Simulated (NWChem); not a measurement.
The numbers come from NWChem runs, not from measurements. System: BFO, charge 0, spin multiplicity 1, at a geometry optimised with PBE0/def2-SVP. Level: RHF/cc-pVDZ, spin-restricted.

Job file:

```
start mol
memory heap 200 mb stack 900 mb global 1100 mb
geometry units angstroms nocenter noautoz noautosym
  F      0.000000     0.000000    -1.196212
  B      0.000000     0.000000     0.086519
  O      0.000000     0.000000     1.291664
end
basis spherical
  * library cc-pvdz
end
scf
  rhf
  nopen 0
  maxiter 100
  thresh 1e-7
  semidirect memsize 60000000 filesize 0
end
task scf energy
```

Output (cleaned and shortened):

```
             Northwest Computational Chemistry Package (NWChem) 7.3.0
             --------------------------------------------------------

                                NWChem Input Module
                                -------------------

 Scaling coordinates for geometry "geometry" by  1.889725989
 (inverse scale =  0.529177249)

                             Geometry "geometry" -> ""
                             -------------------------

 Output coordinates in angstroms (scale by  1.889725989 to convert to a.u.)

  No.       Tag          Charge          X              Y              Z
 ---- ---------------- ---------- -------------- -------------- --------------
    1 F                    9.0000     0.00000000     0.00000000    -1.19621200
    2 B                    5.0000     0.00000000     0.00000000     0.08651900
    3 O                    8.0000     0.00000000     0.00000000     1.29166400

 Effective nuclear repulsion energy (a.u.)      51.4427896179

            Nuclear Dipole moment (a.u.)
            ----------------------------
        X                 Y               Z
 ---------------- ---------------- ----------------
     0.0000000000     0.0000000000    -0.0000018897


 Summary of "ao basis" -> "" (spherical)
 ------------------------------------------------------------------------------
       Tag                 Description            Shells   Functions and Types
 ---------------- ------------------------------  ------  ---------------------
 *                          cc-pvdz                   on all atoms

 Summary of "ao basis" -> "ao basis" (spherical)
 ------------------------------------------------------------------------------
       Tag                 Description            Shells   Functions and Types
 ---------------- ------------------------------  ------  ---------------------
 F                          cc-pvdz                  6       14   3s2p1d
 B                          cc-pvdz                  6       14   3s2p1d
 O                          cc-pvdz                  6       14   3s2p1d

                                 NWChem SCF Module
[...]
   Bfn.  Coefficient  Atom+Function         Bfn.  Coefficient  Atom+Function
  ----- ------------  ---------------      ----- ------------  ---------------
    32      0.551370  3 O  px                35      0.375391  3 O  px
    18      0.253216  2 B  px

 Vector   11  Occ=2.000000D+00  E=-5.186644D-01
              MO Center= -1.4D-16,  4.5D-17,  1.0D+00, r^2= 9.6D-01
   Bfn.  Coefficient  Atom+Function         Bfn.  Coefficient  Atom+Function
  ----- ------------  ---------------      ----- ------------  ---------------
    33      0.551370  3 O  py                36      0.375391  3 O  py
    19      0.253216  2 B  py

 Vector   12  Occ=0.000000D+00  E= 1.470886D-01
              MO Center=  4.3D-15, -2.2D-15, -1.2D-01, r^2= 2.9D+00
   Bfn.  Coefficient  Atom+Function         Bfn.  Coefficient  Atom+Function
  ----- ------------  ---------------      ----- ------------  ---------------
    17      1.631087  2 B  s                  3     -0.688086  1 F  s
    31     -0.659676  3 O  s                  9     -0.299641  1 F  pz
    37      0.291915  3 O  pz                34      0.167947  3 O  pz
     6     -0.165863  1 F  pz

 Vector   13  Occ=0.000000D+00  E= 1.948726D-01
              MO Center= -1.1D-15,  3.0D-15,  1.2D-01, r^2= 3.1D+00
   Bfn.  Coefficient  Atom+Function         Bfn.  Coefficient  Atom+Function
  ----- ------------  ---------------      ----- ------------  ---------------
    22      0.878697  2 B  py                36     -0.402662  3 O  py
    21     -0.358846  2 B  px                19      0.286214  2 B  py
    33     -0.265046  3 O  py                 8     -0.238053  1 F  py
     5     -0.188967  1 F  py                35      0.164441  3 O  px

 Vector   14  Occ=0.000000D+00  E= 1.948726D-01
              MO Center= -3.1D-15, -9.5D-16,  1.2D-01, r^2= 3.1D+00
   Bfn.  Coefficient  Atom+Function         Bfn.  Coefficient  Atom+Function
  ----- ------------  ---------------      ----- ------------  ---------------
    21      0.878697  2 B  px                35     -0.402662  3 O  px
    22      0.358846  2 B  py                18      0.286214  2 B  px
    32     -0.265046  3 O  px                 7     -0.238053  1 F  px
     4     -0.188967  1 F  px                36     -0.164441  3 O  py

 center of mass
 --------------
 x =   0.00000000 y =   0.00000000 z =  -0.04574315

 moments of inertia (a.u.)
 ------------------
         192.575171696631           0.000000000000           0.000000000000
           0.000000000000         192.575171696631           0.000000000000
           0.000000000000           0.000000000000           0.000000000000

  Mulliken analysis of the total density
  --------------------------------------

    Atom       Charge   Shell Charges
 -----------   ------   -------------------------------------------------------
    1 F    9     9.14   2.00  0.90  0.94  3.35  1.94  0.01
    2 B    5     4.64   2.01  0.55  0.12  1.43  0.23  0.31
    3 O    8     8.22   2.00  0.85  0.82  2.78  1.74  0.02

       Multipole analysis of the density wrt the origin
       ------------------------------------------------

     L   x y z        total         open         nuclear
     -   - - -        -----         ----         -------
     0   0 0 0     -0.000000      0.000000     22.000000

     1   1 0 0      0.000000      0.000000      0.000000
     1   0 1 0     -0.000000      0.000000      0.000000
     1   0 0 1     -0.867973      0.000000     -0.000002

     2   2 0 0    -10.388370      0.000000      0.000000
     2   1 1 0     -0.000000      0.000000      0.000000
     2   1 0 1      0.000000      0.000000      0.000000
     2   0 2 0    -10.388370      0.000000      0.000000
     2   0 1 1      0.000000      0.000000      0.000000
     2   0 0 2    -15.053834      0.000000     93.786516

 Task  times  cpu:        0.3s     wall:        0.3s

 Total times  cpu:        0.3s     wall:        0.3s
```
